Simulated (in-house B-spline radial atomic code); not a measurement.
Radial electron density of Mn, [Ar] 3d5 4s2. Level of theory: scalar-relativistic (X2C) Hartree-Fock, spin-polarised, averaged over the determinants with the given up and down occupations, Fermi nucleus of rms radius 3.7057 fm, inside a hard spherical wall at 3.23 bohr; calculated with a radial B-spline atomic code at the basis-set limit.

Columns: r (bohr), 4πr²n(r) (electrons per bohr), bar.

```
 0.00231   0.8061 #
 0.00276    1.103 #
 0.00329    1.499 ##
 0.00392    2.024 ###
 0.00468    2.728 ####
 0.00559    3.656 #####
 0.00666    4.839 ######
 0.00795    6.364 ########
 0.00949    8.271 ###########
  0.0113    10.56 ##############
  0.0135    13.33 ##################
  0.0161    16.45 ######################
  0.0192    19.83 ##########################
   0.023    23.33 ###############################
  0.0274     26.4 ###################################
  0.0327    28.79 ######################################
   0.039    30.03 ########################################
  0.0465    29.87 #######################################
  0.0555    28.36 #####################################
  0.0663    26.01 ##################################
  0.0791    23.83 ###############################
  0.0943    22.99 ##############################
   0.113    24.33 ################################
   0.134    27.46 ####################################
    0.16    31.24 #########################################
   0.191    33.31 ############################################
   0.228    31.77 ##########################################
   0.272    26.45 ###################################
   0.325    19.29 #########################
   0.388    13.58 ##################
   0.463    11.54 ###############
   0.552    12.77 #################
   0.659    14.78 ####################
   0.786    15.02 ####################
   0.938    12.82 #################
    1.12    9.338 ############
    1.34    6.186 ########
    1.59    4.284 ######
     1.9    3.156 ####
    2.27    2.102 ###
    2.71   0.7755 #
     3.2 0.002842
```

On this grid the curve has 3 maxima, near 0.039, 0.191, 0.786 bohr.

The 4s up radial function P(r) = rR(r), positive near the nucleus:

| r (bohr) | P |
| --- | --- |
| 0.0008 | 0.0117 |
| 0.00114 | 0.01618 |
| 0.00162 | 0.02225 |
| 0.00231 | 0.03056 |
| 0.00329 | 0.04163 |
| 0.00468 | 0.05611 |
| 0.00666 | 0.07455 |
| 0.00949 | 0.09701 |
| 0.0135 | 0.122 |
| 0.0192 | 0.1457 |
| 0.0274 | 0.1603 |
| 0.039 | 0.1519 |
| 0.0555 | 0.103 |
| 0.0943 | -0.06817 |
| 0.134 | -0.2107 |
| 0.191 | -0.2793 |
| 0.272 | -0.1615 |
| 0.388 | 0.1521 |
| 0.552 | 0.4394 |
| 0.786 | 0.3695 |
| 1.12 | -0.1407 |
| 1.59 | -0.7378 |
| 2.27 | -0.8495 |
| 3.2 | -0.03353 |
